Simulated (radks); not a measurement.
Spin polarisation of the 5p5 shell in the barium ion Ba3+. Start: [Kr] 4d10 5s2 5p(up 2.5, down 2.5); electrons of 5p are moved from spin down to spin up, other shells keep equal spins. All-electron calculation, non-relativistic Kohn-Sham, PBEsol, spin-polarised, spherical densities, point nucleus. Program: a radial shooting solver on a logarithmic mesh with Libxc functionals.

| moment (Bohr magnetons) | E - E(0) (eV) | e(5p up) (eV) | e(5p down) (eV) | 5s down minus up (eV) |
|---|---|---|---|---|
| 0 | 0.000 | -41.924 | -41.924 | 0.000 |
| 0.25 | -0.013 | -42.026 | -41.820 | 0.205 |
| 0.5 | -0.051 | -42.124 | -41.712 | 0.410 |
| 0.75 | -0.116 | -42.219 | -41.601 | 0.616 |
| 1 | -0.206 | -42.312 | -41.487 | 0.822 |

At moment 1 the spin-polarisation energy is -0.206 eV and the 5p exchange splitting 0.825 eV, that is 0.825 eV per Bohr magneton; E = -I m^2/4 would give I = 0.824 eV.
